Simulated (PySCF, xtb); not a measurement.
SiI₂, SMILES I[Si]I (connectivity only; charge and spin as stated), neutral, multiplicity 1.

Harmonic wavenumbers (cm⁻¹) from GFN2-xTB (xtb) at its own minimum, in rising order: 87, 343, 374.

Q: What does r2SCAN-D4/def2-SVP in PySCF give at its own minimum? (The exact figures need the calculation; the answer reports its results.)

A: 87, 335, 343. Paired by order, the mean absolute difference is 13 cm⁻¹ and the zero-point energies are 1.1 and 1.1 kcal/mol.
